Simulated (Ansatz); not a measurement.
Program: Ansatz. Geometries: PBE0-D4/def2-TZVP. ΔE: electronic, gas phase. CCSD(T)/CBS is the MP2 limit (def2-TZVPP, def2-QZVPP) plus CCSD(T) − MP2 in def2-TZVPP, frozen cores. This one scheme is used for every species. Functionals use def2-TZVPP. Each species was taken in one conformer, which may not be the lowest.

Reaction (ligand exchange at the Al–Cl bond): `[NH2][Al]([F])[Cl]` + H₂S → `[NH2][Al]([F])[SH]` + HCl

Problem. Is it downhill or uphill in electronic energy at CCSD(T)/CBS, and by how much? (An estimate is asked.)

Solution. The calculation gave: Uphill: ΔE = +50.6 kJ/mol.

Problem. What do these levels give: BLYP-D4, B2PLYP, revPBE, PBE0, CAM-B3LYP, CCSD/def2-TZVPP? (Best estimate.)

Solution. The calculation gave: BLYP-D4 50.0, B2PLYP 52.7, revPBE 46.5, PBE0 48.1, CAM-B3LYP 54.1, CCSD/def2-TZVPP 51.8 kJ/mol.

Largest T1 diagnostic among the species: 0.011.

From BLYP to BHLYP (50 % exact exchange), in def2-TZVPP and without D4, ΔE moves by +4.5 kJ/mol. Leaving LDA and LC-ωPBE aside and taking each functional with its dispersion term where it has one, the values, not all of them listed here, spread over 9.8 kJ/mol, from PBE-D4 to BHLYP-D4. At CCSD(T), def2-SVP lies +5.1 kJ/mol from the extrapolated value and def2-TZVPP −0.6 kJ/mol.
